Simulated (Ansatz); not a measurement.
CH4BrFSi, SMILES `C[SiH](F)Br`, charge 0, multiplicity 1.

(1) Give a relaxed structure at PBE0-D4/def2-TZVP (Ansatz). (Best estimate.)

## Answers

(1) Computed: 
Z-matrix (Å, degrees):
```
C
Si 1 1.844
H 1 1.093 2 110.1
H 1 1.092 2 110.3 3 119.8
H 1 1.092 2 110.6 3 -120.2
F 2 1.594 1 109.5 3 60.2
Br 2 2.213 1 110.3 3 178.5
H 2 1.478 1 114.1 3 -60.3
```
